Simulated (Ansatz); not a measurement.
The lowest singlet and triplet of CH3N (SMILES [CH]N); geometries from B3LYP-D3(BJ)/def2-TZVP, each state relaxed from the structure named, with no frequency check.
Singlet (charge 0, multiplicity 1):
```xyz
5

C      0.69308    -0.37123     0.01873
N     -0.50292     0.15175    -0.00698
H      1.40624     0.47276    -0.03093
H     -0.72992     1.14502    -0.06213
H     -1.31439    -0.45268     0.02951
```
Triplet (charge 0, multiplicity 3):
```json
[
 {"atom": "C", "x (Å)": "0.7213", "y (Å)": "-0.1471", "z (Å)": "0.2783"},
 {"atom": "N", "x (Å)": "-0.5394", "y (Å)": "0.1046", "z (Å)": "-0.1843"},
 {"atom": "H", "x (Å)": "1.6271", "y (Å)": "-0.1137", "z (Å)": "-0.3276"},
 {"atom": "H", "x (Å)": "-0.9956", "y (Å)": "0.9423", "z (Å)": "0.1590"},
 {"atom": "H", "x (Å)": "-1.1833", "y (Å)": "-0.6781", "z (Å)": "-0.2110"}
]
```

A positive gap puts the triplet lower; no zero-point energy. R- takes a restricted singlet. The triplet is unrestricted in single-reference levels. Active spaces average the two states.

Correlated levels freeze the cores.

Programs: Ansatz (Gaussian orbitals). 

R-PBE/def2-TZVPP gives -31.37 kcal/mol for the gap E(singlet) − E(triplet), adiabatic.

Q: Predict the shift from PBE, with its sign, for: R-r2SCAN/def2-TZVPP, R-B3LYP/def2-TZVPP, R-wB97M-V/def2-TZVPP, R-B2PLYP/def2-TZVPP, R-MP2/cc-pVQZ, R-CCSD(T)/cc-pVQZ, SC-NEVPT2 on SA-CASSCF(2,2)/cc-pVQZ, FIC-MRCISD+Q on SA-CASSCF(2,2)/cc-pVTZ.

A: R-r2SCAN/def2-TZVPP 5.43; R-B3LYP/def2-TZVPP -1.52; R-wB97M-V/def2-TZVPP -5.24; R-B2PLYP/def2-TZVPP -2.26; R-MP2/cc-pVQZ -3.57; R-CCSD(T)/cc-pVQZ -3.99; SC-NEVPT2 on SA-CASSCF(2,2)/cc-pVQZ -3.25; FIC-MRCISD+Q on SA-CASSCF(2,2)/cc-pVTZ -3.17 kcal/mol. 1 of 8 lie above PBE; the widest gap is to R-r2SCAN/def2-TZVPP.

Ansatz is an electronic-structure program.
